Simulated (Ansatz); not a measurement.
Consider the cleavage of the Ge–B bond: `[BH2][GeH2][F]` + `O[SiH3]` → `[F][GeH2][O][SiH3]` + BH₃.

Calculated with Ansatz (gas phase, PBE0-D4/def2-TZVP geometries, no zero-point term in ΔE). CBS: MP2 limit from def2 TZ/QZ plus the TZ coupled-cluster correction, frozen cores. This one scheme is used for every species. Functionals use def2-TZVPP. For Ge outer-core shells are correlated without core-valence functions, which leaves a few kJ/mol of doubt a bond. Scalar relativity is left out up to krypton. One conformer a species, not always the lowest.

Problem. Is it downhill or uphill in electronic energy at CCSD(T)/CBS, and by how much? (Estimate.)

Solution. The calculation gave: Downhill: ΔE = -0.64 eV.

Problem. What do these levels give: ωB97X-V, PBE, LC-ωPBE, CCSD/def2-SVP, SCS-MP2/def2-QZVPP, HF/CBS(def2)? (An estimate is asked.)

Solution. Computed: ωB97X-V -0.66, PBE -0.43, LC-ωPBE -0.57, CCSD/def2-SVP -0.80, SCS-MP2/def2-QZVPP -0.77, HF/CBS(def2) -0.88 eV.

Largest T1 diagnostic among the species: 0.012.

The D4 term adds −0.05 eV with B3LYP and −0.03 eV with PBE0; it sums over pairs of atoms, weighted by their polarisabilities, and B3LYP, whose exchange is more repulsive, gets the larger term. At CCSD(T), def2-SVP lies −0.16 eV from the extrapolated value and def2-TZVPP −0.05 eV. From BLYP to BHLYP (50 % exact exchange), in def2-TZVPP and without D4, ΔE moves by −0.14 eV.

B3LYP here is the variant with VWN-RPA as its local correlation; programs differ in this.
